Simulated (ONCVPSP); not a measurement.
## Pseudopotential generation for Br (Z = 35): ONCV, LDA (Perdew-Wang 92), fully relativistic.

Input for ONCVPSP 4.0.1:

```
# ATOM AND REFERENCE CONFIGURATION
# atsym  z   nc   nv     iexc    psfile
  Br 35.00    3    5  -001012      upf
#
#   n    l    f
    1    0    2.00
    2    0    2.00
    2    1    6.00
    3    0    2.00
    3    1    6.00
    3    2   10.00
    4    0    1.50
    4    1    5.50
#
# PSEUDOPOTENTIAL AND OPTIMIZATION
# lmax
    2
#
#   l,   rc,      ep,       ncon, nbas, qcut
    0    0.95    0.00    4    9   15.20
    1    0.90    0.00    3    7   13.60
    2    0.80    0.00    4    9   20.60
#
# LOCAL POTENTIAL
# lloc, lpopt,  rc(5),   dvloc0
    4    4    0.70    2.00
#
# VANDERBILT-KLEINMAN-BYLANDER PROJECTORs
# l, nproj, debl
    0    2    1.90
    1    3    3.40
    2    1    1.90
#
# MODEL CORE CHARGE
# icmod, fcfact, rcfact
    3    3.50    1.75
#
# LOG DERIVATIVE ANALYSIS
# epsh1, epsh2, depsh
  -10.00    5.00    0.04
#
# OUTPUT GRID
# rlmax, drl
    6.00    0.01
#
# TEST CONFIGURATIONS
# ncnf
    4
# nvcnf
#   n    l    f
    5
    3    0    2.00
    3    1    6.00
    3    2   10.00
    4    0    2.00
    4    1    5.00
#
    5
    3    0    2.00
    3    1    6.00
    3    2   10.00
    4    0    2.00
    4    1    4.00
#
    5
    3    0    2.00
    3    1    6.00
    3    2   10.00
    4    0    2.00
    4    1    3.00
#
    5
    3    0    1.00
    3    1    6.00
    3    2   10.00
    4    0    2.00
    4    1    5.00
#
```

Command:

```bash
oncvpspr.x < Br.dat > Br.out
```

Resulting log (shortened: citation, most of the input echo, consistency checks and plot data are left out):

```
ONCVPSP  (Optimized Norm-Conservinng Vanderbilt PSeudopotential)
relativistic version 4.0.1

#   n    l    f        energy (Ha)
    1    0    2.00    -4.8847480D+02
    2    0    2.00    -6.3594482D+01
    2    1    6.00    -5.5582513D+01    -5.7324771D+01
    3    0    2.00    -8.7420128D+00
    3    1    6.00    -6.3101188D+00    -6.5616755D+00
    3    2   10.00    -2.4732054D+00    -2.5131762D+00
    4    0    1.50    -7.6136513D-01
    4    1    5.50    -2.9887459D-01    -3.1802677D-01

Reference configufation results
  iterations    24
  all-electron total energy (Ha)   -2.60306643D+03

Begin loop to  construct optimized pseudo wave functions
and semi-local pseudopoentials for all angular momenta

Calculating optimized projector #   1

 for l=   0

    Fraction of norm inside rc  0.958174
    Optimizing pswf for qcut=  15.20 a_B^-1,  ecut= 115.50 Ha
    Residual kinetic energy error=  1.00D-07 Ha

    Energy error per electron        Cutoff
         Ha          eV             Ha
         0.01000     0.27211       57.09
         0.00100     0.02721       74.59
         0.00010     0.00272       87.72
         0.00001     0.00027       98.31

Calculating optimized projector #   2

 for l=   0

    Fraction of norm inside rc  0.084370
    Optimizing pswf for qcut=  15.20 a_B^-1,  ecut= 115.50 Ha
    Residual kinetic energy error=  2.50D-07 Ha

    Energy error per electron        Cutoff
         Ha          eV             Ha
         0.01000     0.27211       49.42
         0.00100     0.02721       71.10
         0.00010     0.00272       87.01
         0.00001     0.00027       99.35

   Wellstate for l =  1  n =  6 kap= -2
     eigenvalue =   3.1011
     asymptotic potential =   3.6011
     half-point radius =  3.0913

Calculating optimized projector #   1

 for l=   1

    Fraction of norm inside rc  0.918109
    Optimizing pswf for qcut=  13.58 a_B^-1,  ecut=  92.24 Ha
    Residual kinetic energy error=  5.60D-06 Ha

    Energy error per electron        Cutoff
         Ha          eV             Ha
         0.01000     0.27211       58.13
         0.00100     0.02721       71.00
         0.00010     0.00272       80.73
         0.00001     0.00027       89.71

Calculating optimized projector #   2

 for l=   1

    Fraction of norm inside rc  0.040090
    Optimizing pswf for qcut=  13.58 a_B^-1,  ecut=  92.24 Ha
    Residual kinetic energy error=  1.23D-06 Ha

    Energy error per electron        Cutoff
         Ha          eV             Ha
         0.01000     0.27211       46.03
         0.00100     0.02721       61.51
         0.00010     0.00272       74.22
         0.00001     0.00027       84.48

Calculating optimized projector #   3

 for l=   1

    Fraction of norm inside rc  0.028304
    Optimizing pswf for qcut=  13.58 a_B^-1,  ecut=  92.24 Ha
    Residual kinetic energy error=  1.48D-06 Ha

    Energy error per electron        Cutoff
         Ha          eV             Ha
         0.01000     0.27211       45.54
         0.00100     0.02721       61.37
         0.00010     0.00272       74.42
         0.00001     0.00027       84.94

   Wellstate for l =  1  n =  6 kap=  1
     eigenvalue =   3.0820

Calculating optimized projector #   1

 for l=   1

    Fraction of norm inside rc  0.925721
    Optimizing pswf for qcut=  13.58 a_B^-1,  ecut=  92.24 Ha
    Residual kinetic energy error=  7.89D-06 Ha

    Energy error per electron        Cutoff
         Ha          eV             Ha
         0.01000     0.27211       59.60
         0.00100     0.02721       72.37
         0.00010     0.00272       81.90
         0.00001     0.00027       90.95

Calculating optimized projector #   2

 for l=   1

    Fraction of norm inside rc  0.042346
    Optimizing pswf for qcut=  13.58 a_B^-1,  ecut=  92.24 Ha
    Residual kinetic energy error=  2.05D-06 Ha

    Energy error per electron        Cutoff
         Ha          eV             Ha
         0.01000     0.27211       47.70
         0.00100     0.02721       63.28
         0.00010     0.00272       75.97
         0.00001     0.00027       86.08

Calculating optimized projector #   3

 for l=   1

    Fraction of norm inside rc  0.029407
    Optimizing pswf for qcut=  13.58 a_B^-1,  ecut=  92.24 Ha
    Residual kinetic energy error=  2.47D-06 Ha

    Energy error per electron        Cutoff
         Ha          eV             Ha
         0.01000     0.27211       46.96
         0.00100     0.02721       63.03
         0.00010     0.00272       76.18
         0.00001     0.00027       86.64

Calculating optimized projector #   1

 for l=   2

    Fraction of norm inside rc  0.800869
    Optimizing pswf for qcut=  20.59 a_B^-1,  ecut= 211.89 Ha
    Residual kinetic energy error=  1.88D-06 Ha

    Energy error per electron        Cutoff
         Ha          eV             Ha
         0.01000     0.27211      143.89
         0.00100     0.02721      167.13
         0.00010     0.00272      185.45
         0.00001     0.00027      199.67

Calculating optimized projector #   1

 for l=   2

    Fraction of norm inside rc  0.804917
    Optimizing pswf for qcut=  20.59 a_B^-1,  ecut= 211.89 Ha
    Residual kinetic energy error=  1.94D-06 Ha

    Energy error per electron        Cutoff
         Ha          eV             Ha
         0.01000     0.27211      144.64
         0.00100     0.02721      167.43
         0.00010     0.00272      185.69
         0.00001     0.00027      199.88

Construct Vanderbilt / Kleinmman-Bylander projectors

B matrix Hermiticity error, ll=  0  kap= -1
   1   2    2.1374D-03

  Orthonormal projector coefficients  1.9998E+01  2.5996E+00

B matrix Hermiticity error, ll=  1  kap= -2
   1   2    1.1901D-03
   1   3    1.4412D-03
   2   3   -1.6562D-04

  Orthonormal projector coefficients  4.0027E+00 -3.4550E+00  1.6604E+00

B matrix Hermiticity error, ll=  1  kap=  1
   1   2    1.2749D-03
   1   3    1.4985D-03
   2   3   -1.7166D-04

  Orthonormal projector coefficients -4.1097E+00  1.7755E+00 -6.1664E-01

 Orthonormal scalar projector coefficients, l =  1
 -3.6672E+00  2.9462E+00  1.2563E+00 -5.5306E-02  8.4339E-03 -2.8885E-05

 Orthonormal spin-orbit projector coefficients, l =  1
  2.5921E+00  5.9020E-01  2.6875E-01 -7.7821E-02  6.6728E-02 -6.8525E-04

 Orthonormal scalar projector coefficients, l =  2
 -2.4749E+01 -4.5973E-06

 Orthonormal spin-orbit projector coefficients, l =  2
  6.7435E-02 -1.1248E-03

Model core correction analysis
  based on d2Exc/dn_idn_j

d2excae - all-electron derivatives

   -3.685142D-02   -3.506246D-02   -3.034230D-02   -3.451381D-03
   -1.991425D-03
   -3.506248D-02   -3.457108D-02   -2.991510D-02   -3.818987D-03
   -2.257276D-03
   -3.034236D-02   -2.991513D-02   -3.070146D-02   -4.955545D-03
   -2.923873D-03
   -3.451378D-03   -3.818972D-03   -4.955493D-03   -2.091454D-02
   -1.711933D-02
   -1.991430D-03   -2.257278D-03   -2.923862D-03   -1.711944D-02
   -1.656337D-02

d2excps - pseudofunction derivatives with no core correction

   -5.254086D-02   -4.868533D-02   -4.612342D-02   -5.268702D-03
   -2.996539D-03
   -4.868551D-02   -4.760883D-02   -4.552276D-02   -5.319076D-03
   -3.148974D-03
   -4.612355D-02   -4.552281D-02   -4.443003D-02   -7.012437D-03
   -4.214585D-03
   -5.268800D-03   -5.319038D-03   -7.012292D-03   -2.779619D-02
   -2.280218D-02
   -2.996576D-03   -3.148984D-03   -4.214562D-03   -2.280247D-02
   -2.221635D-02

rms 2nd derivative error    9.233608E-03

rmatch, rhocmatch    0.2651  216.3618

Teter function model core charge with specified parameters

d2excps - pseudofunction derivatives with core correction

   -4.264499D-02   -4.204762D-02   -3.987948D-02   -4.183679D-03
   -2.489323D-03
   -4.204760D-02   -4.228890D-02   -4.022491D-02   -4.630159D-03
   -2.761147D-03
   -3.987951D-02   -4.022497D-02   -3.902103D-02   -6.374026D-03
   -3.831571D-03
   -4.183651D-03   -4.630104D-03   -6.373863D-03   -2.767347D-02
   -2.274731D-02
   -2.489329D-03   -2.761146D-03   -3.831537D-03   -2.274760D-02
   -2.218676D-02

rms 2nd derivative error    5.671506E-03

Pseudoatom total energy -414.728108

Diagnostic tests using Vanderbilt-Kleinman-Bylander pseudopotentials
  relativistic with J = L +/- 1/2 projectors

   l  kap   rcore       rmatch      e in        delta e    norm test   slope test

   0  -1   0.9535691   0.9825215  -8.7420128   0.0000702   1.0003206   1.0002920
   0  -1   0.9535691   0.9825215  -0.7613651   0.0000468   1.0001195   1.0000774

   1  -2   0.9035877   0.9310226  -6.3101188   0.0011419   1.0002145   1.0003912
   1   1   0.9035877   0.9310226  -6.5616755  -0.0002656   1.0003810   1.0003426
   1  -2   0.9035877   0.9310226  -0.2988746   0.0000684   1.0003148   1.0001186
   1   1   0.9035877   0.9310226  -0.3180268   0.0001030   1.0002959   1.0001865
   1  -2   0.9035877   0.9310226   3.1011254   0.0009592   1.0006614   1.0006614
   1   1   0.9035877   0.9310226   3.0890975   0.0012097   1.0006111   1.0006111

   2  -3   0.8016978   0.8260391  -2.4732054  -0.0001037   0.9999731   1.0000900
   2   2   0.8016978   0.8260391  -2.5131762   0.0000257   1.0000091   0.9999758

Diagnostic tests using Vanderbilt-Kleinman-Bylander pseudopotentials
  relativistic with scalar and spin-orbit non-local projectors

   l  kap   rcore       rmatch      e in        delta e    norm test   slope test

   0  -1   0.9535691   0.9825215  -8.7420128   0.0000702   1.0003206   1.0002920
   0  -1   0.9535691   0.9825215  -0.7613651   0.0000468   1.0001195   1.0000774

   1  -2   0.9035877   0.9310226  -6.3101188   0.0012073   1.0002256   1.0004105
   1   1   0.9035877   0.9310226  -6.5616755  -0.0003801   1.0003603   1.0003083
   1  -2   0.9035877   0.9310226  -0.2988746   0.0000693   1.0003188   1.0001184
   1   1   0.9035877   0.9310226  -0.3180268   0.0001006   1.0002871   1.0001871
   1  -2   0.9035877   0.9310226   3.1011254   0.0010382   1.0006542   1.0006542
   1   1   0.9035877   0.9310226   3.0890975   0.0010580   1.0006231   1.0006231

   2  -3   0.8016978   0.8260391  -2.4732054  -0.0001023   0.9999730   1.0000904
   2   2   0.8016978   0.8260391  -2.5131762   0.0000272   1.0000090   0.9999762

Ghost test for J = L + 1/2

 Testing for bound ghosts
   n   l    E NL Schr. Eq   E Basis Diag.   E Cutoff

   1   0       -8.741943       -8.741942    385.81
   2   0       -0.761318       -0.640021    385.81

   2   1       -6.308977       -6.308941    372.44
   3   1       -0.298806        0.034502    372.44

   3   2       -2.473309       -2.471225    536.64

 Testing for highly-localized positive-energy ghosts
       l    <radius>/rc     E Basis Diag.   E Cutoff

Ghost test for J = L - 1/2

 Testing for bound ghosts
   n   l    E NL Schr. Eq   E Basis Diag.   E Cutoff

   1   0       -8.741943       -8.741942    385.81
   2   0       -0.761318       -0.640021    385.81

   2   1       -6.561941       -6.561900    372.44
   3   1       -0.317924       -0.004359    372.44

   3   2       -2.513150       -2.511183    536.64

 Testing for highly-localized positive-energy ghosts
       l    <radius>/rc     E Basis Diag.   E Cutoff

Test configuration 0

   n   l kap    f        eae           eps        diff
   1   0  -1  2.0000 -488.47479572
   2   0  -1  2.0000  -63.59448212
   2   1  -2  4.0000  -55.58251304
   2   1   1  2.0000  -57.32477110
   3   0  -1  2.0000   -8.74201284   -8.74194259    7.02E-05
   3   1  -2  4.0000   -6.31011884   -6.30897694    1.14E-03
   3   1   1  2.0000   -6.56167552   -6.56194114   -2.66E-04
   3   2  -3  6.0000   -2.47320536   -2.47330908   -1.04E-04
   3   2   2  4.0000   -2.51317621   -2.51315048    2.57E-05
   4   0  -1  1.5000   -0.76136513   -0.76131828    4.68E-05
   4   1  -2  3.6667   -0.29887459   -0.29880622    6.84E-05
   4   1   1  1.8333   -0.31802677   -0.31792375    1.03E-04

    Total energies and differences
      AE_ref= -2.60306643E+03  AE_tst= -2.60306643E+03  dif=  0.00E+00
      PS_ref= -4.14728108E+02  PS_tst= -4.14728108E+02  dif= -3.47E-12
      PSP excitation error=  3.47E-12

Test configuration 1

   n   l kap    f        eae           eps        diff
   1   0  -1  2.0000 -488.44545095
   2   0  -1  2.0000  -63.56571234
   2   1  -2  4.0000  -55.55394501
   2   1   1  2.0000  -57.29621282
   3   0  -1  2.0000   -8.71308983   -8.71266809    4.22E-04
   3   1  -2  4.0000   -6.28137413   -6.28002696    1.35E-03
   3   1   1  2.0000   -6.53289211   -6.53292534   -3.32E-05
   3   2  -3  6.0000   -2.44494770   -2.44483968    1.08E-04
   3   2   2  4.0000   -2.48489429   -2.48464989    2.44E-04
   4   0  -1  2.0000   -0.74651194   -0.74644551    6.64E-05
   4   1  -2  3.3333   -0.28800541   -0.28793421    7.12E-05
   4   1   1  1.6667   -0.30674857   -0.30664278    1.06E-04

    Total energies and differences
      AE_ref= -2.60306643E+03  AE_tst= -2.60329353E+03  dif= -2.27E-01
      PS_ref= -4.14728108E+02  PS_tst= -4.14955217E+02  dif= -2.27E-01
      PSP excitation error=  1.21E-05

Test configuration 2

   n   l kap    f        eae           eps        diff
   1   0  -1  2.0000 -488.86371285
   2   0  -1  2.0000  -63.98043134
   2   1  -2  4.0000  -55.96913955
   2   1   1  2.0000  -57.71148162
   3   0  -1  2.0000   -9.12551808   -9.12510628    4.12E-04
   3   1  -2  4.0000   -6.69366514   -6.69222705    1.44E-03
   3   1   1  2.0000   -6.94526225   -6.94519902    6.32E-05
   3   2  -3  6.0000   -2.85657649   -2.85645654    1.20E-04
   3   2   2  4.0000   -2.89656717   -2.89630883    2.58E-04
   4   0  -1  2.0000   -1.12392906   -1.12382492    1.04E-04
   4   1  -2  2.6667   -0.64091553   -0.64079814    1.17E-04
   4   1   1  1.3333   -0.66242962   -0.66227179    1.58E-04

    Total energies and differences
      AE_ref= -2.60306643E+03  AE_tst= -2.60282643E+03  dif=  2.40E-01
      PS_ref= -4.14728108E+02  PS_tst= -4.14488224E+02  dif=  2.40E-01
      PSP excitation error=  1.19E-04

Test configuration 3

   n   l kap    f        eae           eps        diff
   1   0  -1  2.0000 -489.34975998
   2   0  -1  2.0000  -64.45973181
   2   1  -2  4.0000  -56.44931614
   2   1   1  2.0000  -58.19179793
   3   0  -1  2.0000   -9.60024507   -9.59995925    2.86E-04
   3   1  -2  4.0000   -7.16810527   -7.16657128    1.53E-03
   3   1   1  2.0000   -7.41986245   -7.41969609    1.66E-04
   3   2  -3  6.0000   -3.32980141   -3.32972455    7.69E-05
   3   2   2  4.0000   -3.36987513   -3.36965653    2.19E-04
   4   0  -1  2.0000   -1.54567381   -1.54554043    1.33E-04
   4   1  -2  2.0000   -1.03669591   -1.03652807    1.68E-04
   4   1   1  1.0000   -1.06114481   -1.06092947    2.15E-04

    Total energies and differences
      AE_ref= -2.60306643E+03  AE_tst= -2.60198312E+03  dif=  1.08E+00
      PS_ref= -4.14728108E+02  PS_tst= -4.13645075E+02  dif=  1.08E+00
      PSP excitation error=  2.76E-04

Test configuration 4

   n   l kap    f        eae           eps        diff
   1   0  -1  2.0000 -489.63533787
   2   0  -1  2.0000  -64.62814146
   2   1  -2  4.0000  -56.62685942
   2   1   1  2.0000  -58.37130315
   3   0  -1  1.0000   -9.63210223   -9.65179296   -1.97E-02
   3   1  -2  4.0000   -7.19037751   -7.19830280   -7.93E-03
   3   1   1  2.0000   -7.44798280   -7.45767949   -9.70E-03
   3   2  -3  6.0000   -3.33918973   -3.34961267   -1.04E-02
   3   2   2  4.0000   -3.38117636   -3.39156345   -1.04E-02
   4   0  -1  2.0000   -1.22482336   -1.22575113   -9.28E-04
   4   1  -2  3.3333   -0.70759485   -0.70766595   -7.11E-05
   4   1   1  1.6667   -0.73252011   -0.73253375   -1.36E-05

    Total energies and differences
      AE_ref= -2.60306643E+03  AE_tst= -2.59412940E+03  dif=  8.94E+00
      PS_ref= -4.14728108E+02  PS_tst= -4.05781886E+02  dif=  8.95E+00
      PSP excitation error= -9.20E-03
```

The run took about 5.4 s on one core of a shared server CPU.
